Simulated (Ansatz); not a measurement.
Stepwise reaction of `N[SiH](N)Cl` with hydrogen sulfide, as a gas-phase model of exchange steps in deposition or etching. ΔE in kJ/mol; ΔG adds harmonic PBE0-D4 terms to CCSD(T)/CBS, at 1 bar.

Calculated with Ansatz (gas phase, PBE0-D4/def2-TZVP geometries, no zero-point term in ΔE). CCSD(T)/CBS adds triple-zeta CCSD(T) − MP2 to the extrapolated MP2 energy (def2 sets, frozen cores). This one scheme is used for every species. Functionals use def2-TZVPP. B3LYP here is the variant with VWN-RPA as its local correlation; programs differ in this. One conformer a species, not always the lowest.

```tsv
step	reaction	PBE-D4	B3LYP-D4	ωB97M-V	CCSD(T)/CBS	ΔG(500 K)
1	`N[SiH](N)Cl` + H₂S → `N[SiH](S)Cl` + NH₃	-5.2	5.0	5.8	4.1	13.1
2	`N[SiH](S)Cl` + H₂S → `S[SiH](S)Cl` + NH₃	-1.4	8.6	9.5	6.8	14.3
```

By hand: ΔE of the 2 steps together at CCSD(T)/CBS.

(4.1) + (6.8) = 10.9 kJ/mol, or 5.4 kJ/mol a step.

In ΔE the steps differ by no more than 2.7 kJ/mol. ΔG lies between 13.1 and 14.3 kJ/mol a step. PBE-D4 differs from CCSD(T)/CBS by -9.3 to -8.2 kJ/mol a step. Isolated molecules leave out the surface, adducts and barriers. Largest T1 diagnostic: 0.011.
